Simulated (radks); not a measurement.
Values are calculated unless marked as measured or tabulated.
Ionisation of the tin ion Sn+, [Kr] 4d10 5s2 5p1, to Sn2+, [Kr] 4d10 5s2, under several functionals. Scalar-relativistic Kohn-Sham, spin-polarised, spherical densities, finite nucleus; open shells are filled with parallel spins first (spin-orbit coupling, left out, can overturn this in heavy ions); a radial shooting solver on a logarithmic mesh with Libxc functionals.

functional                                      E(Sn+) (hartree)  Exc (hartree)  IE (eV)  -e(HOMO) (eV)  <r> HOMO (bohr)  IE error (eV)
MS2 meta-GGA                                         -6176.69715     -164.33616   14.115         10.620            2.891         -0.518
exchange-only r2SCAN                                 -6175.00806     -162.47165   13.289         10.023            2.919         -1.344
TASK exchange with Perdew-Wang LDA correlation       -6176.35951     -163.70975   13.835         10.751            2.803         -0.799

NIST Atomic Spectra Database: 14.633 eV (measured). Closest: MS2 meta-GGA. The Delta-SCF values span 0.83 eV, the total energies 1.69 hartree. The highest occupied level is 5p. Open shells are spherical and high-spin; term and fine-structure splittings are not resolved. Spin-orbit splitting is averaged out at the scalar-relativistic level.
